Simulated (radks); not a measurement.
The numbers below are computed, except where a source is named.
Task: Valence configurations of F+ (all share [He]). Code: a radial shooting solver on a logarithmic mesh with Libxc functionals. Model: scalar-relativistic Kohn-Sham, PBE, spin-unpolarised, spherical densities, finite nucleus; Fermi nuclear charge, rms radius 2.8976 fm. Order these by energy: 2s2 2p4; 2p6; 2s1 2p5; 2s1.5 2p4.5.

Result: From the lowest, in eV above it: 2s2 2p4 0.000; 2s1.5 2p4.5 9.545; 2s1 2p5 19.102; 2p6 38.251. NIST lists [He] 2s2 2p4 as the ground configuration; this level of theory agrees among the configurations tried. The energies are those of spherical spin-averaged densities, not of single terms.
